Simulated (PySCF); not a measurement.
From computed data to an observable: oscillator strength and radiative lifetime

C₂H₄BrCl, SMILES C[C@@H](Cl)Br.

Geometry optimised at PBE0-D3(BJ)/def2-SVP.

TDDFT-B3LYP/def2-SVPD in PySCF puts the first singlet state with f over 0.02 at 6.85 eV (vertical), with the transition dipole (0.013, 0.529, 0.012) in atomic units.

Problem. Find the oscillator strength, the wavelength and the radiative lifetime that this transition would have in vacuum if emission retraced absorption.

Solution. 
|μ|² = 0.2802 au, so |μ| = 1.35 D. ΔE = 6.85/27.211 = 0.2517 hartree. f = (2/3) ΔE |μ|² = 0.047 (the program prints 0.047).
λ = 1239.84/6.85 = 181 nm; ν = 55249 cm⁻¹.
Einstein's coefficient A = 0.6670 ν² f s⁻¹ (ν in cm⁻¹) = 9.6e7 s⁻¹, so τ = 1/A = 10 ns. This state is S4; the lower singlets have f = 0.005, 0.007, 0.002. The figure is the radiative limit of this one transition; relaxation, internal conversion, crossing to triplets and a medium change what is measured.
